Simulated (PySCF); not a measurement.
Structure from NMR data

Molecular formula: C$_{6}$H$_{6}$FNO. Simulated spectra:

1H NMR (400 MHz, computed): δ 7.14 (m, 1H), 5.36 (m, 1H), 4.44 (m, 1H), 4.36 (m, 1H), 4.27 (m, 1H), 3.52 (m, 1H).

13C{1H} NMR (computed): δ 152.4 (CH), 121.9 (C), 120.2 (C), 85.0 (CH), 69.8 (CH2), 69.4 (CH2).

Calculated, not measured (PySCF 2.14.0 with density-fitted response routines): PBE0/pcSseg-1 with gauge-including orbitals, coordinates at the GFN2-xTB level. Non-relativistic Hamiltonian, a single conformation, isolated molecule.

Chemical shifts δ = σref − σ; 1H (σref 31.72) and 13C (σref 186.93) vs TMS, all at this level.

Question: Which candidate is it?
A. Fc1oncc1C1CC1
B. CO/C=C1/C[C@]1(F)C#N
C. N#CC1=C[C@H](F)COC1

Answer: C. 

Rings plus π bonds: 4 (1 ring in the answer). 6 carbon signals for 6 carbons: no two carbons are equivalent. Carbon types of the structure: 2 × C, 2 × CH, 2 × CH2, which accounts for all hydrogens. δC 152.4: alkene CH; the olefinic region. δC 121.9: fully substituted alkene carbon; as expected for a trigonal carbon in a double bond. δC 120.2: nitrile carbon; C≡N carbons fall here, among the sp2 signals but without a proton. δC 85.0: allylic sp3 CH bonded to F; deshielded by the electronegative neighbour. δC 69.4: sp3 CH2 bonded to O; pulled downfield by the heteroatom.

The others: Fc1oncc1C1CC1 would give 5 carbon signals, not 6; CO/C=C1/C[C@]1(F)C#N would give 4 signals for carbon-bound and other non-exchanging H, not 6.

Splittings by 19F in the carbon and heteronuclear signals aren't shown, as no couplings were computed. Shifts are as computed. Against solution values, carbons near 30 ppm lie about +3 ppm off and those near 130 ppm about +5 ppm. Of 1211 compounds with measured shifts, 218 miss one by over three times the rms of a fit or turn the order of signals round; such compounds aren't used in these exercises. No couplings were computed; multiplicities are counted from neighbouring protons, with m where these are inequivalent, close in shift, in a saturated or five-membered ring or joined by F or P, and br s for small geminal =CH2 splittings.
